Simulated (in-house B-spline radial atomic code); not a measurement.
Whole-atom quantities along the 35-electron series, configuration [Ar] 3d10 4s2 4p5. Breit and QED terms are first order and not part of the total energy; the density at the nucleus is averaged over the nuclear charge. Computed with a radial B-spline atomic code at the basis-set limit: Dirac-Hartree-Fock, average of the configuration, finite nuclei.

| ion | Z | E/Z² (Eh) | Σ<r²> (bohr²) | n(0)/Z³ (bohr⁻³) | Lamb diamagnetic shielding (ppm) | repulsion over attraction | Breit energy (eV) | self-energy (eV) | vacuum polarisation (eV) | Dirac less non-relativistic energy (Eh) |
| --- | --- | --- | --- | --- | --- | --- | --- | --- | --- | --- |
| Sm27+ | 62 | -2.6217 | 3.5344 | 2.1065 | 6720.98 | 0.10404 | 246.28 | 196.99 | -29.92 | -394.51 |
| Eu28+ | 63 | ? | ? | ? | ? | ? | ? | ? | ? | ? |
| Gd29+ | 64 | -2.6492 | 3.2149 | 2.2492 | 7008.71 | 0.10092 | 274.23 | 221.33 | -34.586 | -454.03 |
| Tb30+ | 65 | -2.6628 | 3.0709 | 2.3416 | 7154.58 | 0.099406 | 289.03 | 234.36 | -37.156 | -486.39 |
| Dy31+ | 66 | -2.6762 | 2.9361 | 2.4067 | 7301.69 | 0.09793 | 304.37 | 247.99 | -39.868 | -520.48 |
| Ho32+ | 67 | ? | ? | ? | ? | ? | ? | ? | ? | ? |
| Er33+ | 68 | -2.7026 | 2.6913 | 2.5845 | 7600.33 | 0.09507 | 336.8 | 277.16 | -45.844 | -594.49 |
| Tm34+ | 69 | ? | ? | ? | ? | ? | ? | ? | ? | ? |
| Yb35+ | 70 | -2.7286 | 2.4751 | 2.7759 | 7905.03 | 0.092329 | 371.62 | 309.05 | -52.591 | -676.69 |
| Lu36+ | 71 | -2.7415 | 2.3763 | 2.8737 | 8059.77 | 0.091001 | 389.97 | 326.08 | -56.279 | -721.07 |
| Hf37+ | 72 | -2.7543 | 2.283 | 2.9909 | 8216.28 | 0.089699 | 408.97 | 343.87 | -60.212 | -767.83 |

(1) Fill in the row of Eu28+.

(2) Fill in the row of Ho32+.

(3) Fill in the row of Tm34+.

(4) With what power of Z does the column «Dirac less non-relativistic energy (Eh)» change over this range?

Answers

(1) E/Z² (Eh): -2.6356; Σ<r²> (bohr²): 3.3691; n(0)/Z³ (bohr⁻³): 2.1771; Lamb diamagnetic shielding (ppm): 6864.21; repulsion over attraction: 0.10246; Breit energy (eV): 259.99; self-energy (eV): 208.88; vacuum polarisation (eV): -32.181; Dirac less non-relativistic energy (Eh): -423.44.

(2) E/Z² (Eh): -2.6894; Σ<r²> (bohr²): 2.8099; n(0)/Z³ (bohr⁻³): 2.498; Lamb diamagnetic shielding (ppm): 7450.3; repulsion over attraction: 0.096484; Breit energy (eV): 320.29; self-energy (eV): 262.25; vacuum polarisation (eV): -42.768; Dirac less non-relativistic energy (Eh): -556.51.

(3) E/Z² (Eh): -2.7157; Σ<r²> (bohr²): 2.5799; n(0)/Z³ (bohr⁻³): 2.6864; Lamb diamagnetic shielding (ppm): 7751.93; repulsion over attraction: 0.093685; Breit energy (eV): 353.9; self-energy (eV): 292.75; vacuum polarisation (eV): -49.122; Dirac less non-relativistic energy (Eh): -634.55.

(4) A fit of the logarithm of its size against log Z from Z = 62 to 72 has slope 4.45. An unscreened hydrogenic electron would give 4 at low Z; screening makes the apparent power larger near the neutral end, and relativity raises it again at high Z.
